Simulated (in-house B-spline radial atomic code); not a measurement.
# Binding energies in Hg2+

NIST's tabulated ground configuration is [Xe] 4f14 5d10; each binding energy is the energy of the ion with one electron taken from that subshell, relaxed, less that of the parent. Level of theory: Dirac-Hartree-Fock, average of configuration, Fermi nucleus of rms radius 5.4648 fm; calculated with an all-electron radial atomic-structure program (B-spline basis). Energies include first-order Breit, QED and recoil terms.

```tsv
subshell	X-ray name	binding energy (eV)	-ε (eV)	relaxation (eV)
2s	L1	14877.1	14991.9	56.6
2p1/2	L2	14236.5	14355.3	61.5
3s	M1	3597.1	3641.0	31.9
3p1/2	M2	3311.7	3356.0	33.2
3p3/2	M3	2880.5	2918.1	31.0
3d3/2	M4	2414.1	2452.5	34.1
3d5/2	M5	2323.3	2359.6	33.4
4s	N1	836.3	852.8	13.8
4p1/2	N2	713.7	729.7	13.7
4p3/2	N3	609	622.6	12.4
4d3/2	N4	408.7	421.5	12.3
4d5/2	N5	389.2	401.3	11.9
5s	O1	153.4	157.6	3.7
4f5/2	N6	129.2	140.6	11.6
4f7/2	N7	125.1	136.2	11.4
5p1/2	O2	111.7	115.3	3.3
5p3/2	O3	93.58	96.38	2.66
5d3/2	O4	34.86	36.50	1.64
5d5/2	O5	32.98	34.42	1.46
```

Relaxation = -ε minus the binding energy without Breit, QED and recoil terms.

Emission lines follow as differences of binding energies, with λ = 12398.42 eV·Å / E:

| line | holes | energy (eV) | wavelength (Å) |
| --- | --- | --- | --- |
| L2-M4 | 2p1/2 → 3d3/2 | 11822.4 | 1.0487 |
| L1-M3 | 2s → 3p3/2 | 11996.6 | 1.0335 |
| L2-N4 | 2p1/2 → 4d3/2 | 13827.8 | 0.89663 |
| M5-N7 | 3d5/2 → 4f7/2 | 2198.2 | 5.6403 |
| M4-N6 | 3d3/2 → 4f5/2 | 2284.9 | 5.4262 |

Task: What does it cost to remove both a 3p3/2 and a 3d3/2 electron?

Result: 5366.2 eV, which is 71.56 eV more than the two single binding energies together.

Task: What does it cost to remove both a 4p3/2 and a 4p1/2 electron?

Result: 1353.1 eV, which is 30.48 eV more than the two single binding energies together.

Task: What does it cost to remove both a 2p1/2 and a 4f5/2 electron?

Result: 14397 eV, which is 31.8 eV more than the two single binding energies together.
